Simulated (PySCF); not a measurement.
## `C(C=O)(Cl)=C=CCl`, C$_{4}$H$_{2}$Cl$_{2}$O

Molfile (atoms numbered from 1):
```
C4H2Cl2O
     RDKit          3D

  9  8  0  0  0  0  0  0  0  0999 V2000
   -1.4087    1.6713   -0.7552 O   0  0  0  0  0  0  0  0  0  0  0  0
   -1.6932    0.6667   -0.1682 C   0  0  0  0  0  0  0  0  0  0  0  0
   -0.6868   -0.3525    0.2749 C   0  0  0  0  0  0  0  0  0  0  0  0
   -1.3581   -1.7543    1.0501 Cl  0  0  0  0  0  0  0  0  0  0  0  0
    0.6049   -0.1997    0.0922 C   0  0  0  0  0  0  0  0  0  0  0  0
    1.8780   -0.0107   -0.1245 C   0  0  0  0  0  0  0  0  0  0  0  0
    2.9256    0.7789    0.9946 Cl  0  0  0  0  0  0  0  0  0  0  0  0
   -2.7426    0.3934    0.1028 H   0  0  0  0  0  0  0  0  0  0  0  0
    2.3684   -0.3482   -1.0438 H   0  0  0  0  0  0  0  0  0  0  0  0
  1  2  2  0
  2  3  1  0
  3  4  1  0
  3  5  2  0
  5  6  2  0
  6  7  1  0
  2  8  1  0
  6  9  1  0
M  END
```

The calculation used quadratic response CAM-B3LYP/def2-TZVPD first hyperpolarisability, Taylor convention, gas phase (PySCF). Geometry: PBE0-D3(BJ)/def2-SVP.

(1) What is the first hyperpolarisability, and how does it disperse?

(2) Which lowest excitations, dipole and polarisabilities go with it?

## Answers

(1) In au, Taylor convention; the vector part is βᵢ = ⅓ Σⱼ (βᵢⱼⱼ + βⱼᵢⱼ + βⱼⱼᵢ); β∥ is 3/5 of the vector part along the dipole, the dipole points from − to +:
```
                   process  λ (nm)  β vector norm    β∥  β HRS  depolarisation ratio
           static β(0;0,0)       ∞           96.4  -9.1   49.2                  3.06
second harmonic β(−2ω;ω,ω)    1907          102.6  -6.4   53.3                  2.95
         Pockels β(−ω;ω,0)    1907           98.3  -8.3      –                     –
second harmonic β(−2ω;ω,ω)    1064          120.9   2.3   65.6                  2.73
         Pockels β(−ω;ω,0)    1064          103.0  -6.1      –                     –
```

(2) S1 3.74 eV (f = 0.000); S2 4.36 eV (f = 0.000); S3 5.14 eV (f = 0.183); dipole 1.66 D; isotropic α 87.2 au static, 87.6 au at 1907 nm, 88.5 au at 1064 nm, 88.8 au at 953.5 nm, 92.7 au at 532 nm.
